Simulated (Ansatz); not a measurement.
Consider the formal hydrolysis of a B–S bond: `S=CBS` + H₂O → `OBC=S` + H₂S.

Isolated molecules relaxed with PBE0-D4/def2-TZVP in Ansatz; ΔE leaves out vibrations. CBS: MP2 limit from def2 TZ/QZ plus the TZ coupled-cluster correction, frozen cores. This one scheme is used for every species. Functionals use def2-TZVPP. B3LYP here is the variant with VWN-RPA as its local correlation; programs differ in this. Each species was taken in one conformer, which may not be the lowest.

`S=CBS`:

Z-matrix (Å, degrees):
```
C
B 1 1.578
S 1 1.614 2 125.5
H 1 1.092 2 117.2 3 180.0
S 2 1.758 1 121.6 3 0.6
H 2 1.193 1 120.6 3 -179.4
H 5 1.358 2 94.5 1 -0.1
```

H₂O:

```xyz
3

O     0.090    0.373   -0.068
H    -0.710   -0.091   -0.325
H     0.620   -0.281    0.392
```

`OBC=S`:

Z-matrix (Å, degrees):
```
B
C 1 1.568
O 1 1.350 2 116.9
H 1 1.198 2 121.3 3 -180.0
S 2 1.614 1 122.4 3 179.9
H 2 1.094 1 118.8 3 -0.1
H 3 0.961 1 113.6 2 -180.0
```

H₂S:

```xyz
3

S    -0.062   -0.105    0.607
H     0.351   -0.851   -0.428
H    -0.289    0.957   -0.179
```

```tsv
level	ΔE (kJ/mol)	difference from CCSD(T)/CBS
PBE-D4	-30.8	9.8
r2SCAN-D4	-38.8	1.8
PBE0-D4	-36.5	4.1
B3LYP-D4	-45.9	-5.3
ωB97X-V	-50.1	-9.5
ωB97M-V	-49.6	-9.0
B2PLYP	-49.3	-8.7
PBE	-35.3	5.3
r2SCAN	-39.7	0.9
PBE0	-40.4	0.2
B3LYP	-53.6	-13.0
HF/def2-TZVPP	-75.3	-34.7
MP2/def2-TZVPP	-38.7	1.9
SCS-MP2/def2-TZVPP	-47.7	-7.1
CCSD/def2-TZVPP	-51.7	-11.1
CCSD(T)/def2-TZVPP	-45.5	-4.9
HF/def2-QZVPP	-76.4	-35.8
MP2/def2-QZVPP	-36.3	4.3
SCS-MP2/def2-QZVPP	-45.5	-4.9
HF/CBS(def2)	-76.5	-35.9
MP2/CBS(def2)	-33.9	6.7
CCSD/CBS(def2)	-46.9	-6.3
CCSD(T)/CBS	-40.6	0
```

Largest T1 diagnostic among the species: 0.017.

The D4 term adds +7.7 kJ/mol with B3LYP and +3.9 kJ/mol with PBE0; it sums over pairs of atoms, weighted by their polarisabilities, and B3LYP, whose exchange is more repulsive, gets the larger term. From PBE to PBE0 (25 % exact exchange), in def2-TZVPP and without D4, ΔE moves by −5.1 kJ/mol. In def2-TZVPP, CCSD(T) changes the Hartree–Fock value by +29.8 kJ/mol (the triples alone add +6.3 kJ/mol) and MP2 by +36.6 kJ/mol.
